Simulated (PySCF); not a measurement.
**Ar⁺ (argon, charge +1) across methods**

[Ne] 3s2 3p4 4s1, high-spin 4P determinant (an excited configuration). Calculation: PySCF 2.14, in aug-cc-pVDZ-DK (5s4p2d, 27 functions); the spin-free X2C one-electron Hamiltonian (Gaussian nucleus).

```
 method  E (hartree)  mean ε 3p α (eV)  mean ε 3p β (eV)  mean ε 4s α (eV)  Σ⟨r²⟩ (bohr²)   ⟨S²⟩
 M06-2X    -528.1461           -32.383           -29.830            -9.891          31.20  3.753
 r2SCAN    -528.1066           -29.518           -26.776            -8.527          31.16  3.754
  HSE06    -528.0146           -30.372           -27.703            -8.711          30.99  3.752
    UHF   -527.47995           -35.852           -32.446           -10.408          31.34  3.756
   PBE0    -527.9933           -30.799           -28.112            -9.050          31.01  3.752
  B3LYP    -528.1694           -30.299           -27.831            -8.927          30.96  3.752
    PBE    -527.9576           -28.790           -26.271            -8.460          30.95  3.752
r2SCANh    -528.1071           -30.225           -27.444            -8.755          31.15  3.754
    LDA    -526.5113           -28.790           -26.256            -8.608          30.93  3.751
```

The outer electron is Rydberg-like, and this basis confines it to a smaller radius and binds it less than a complete one would.
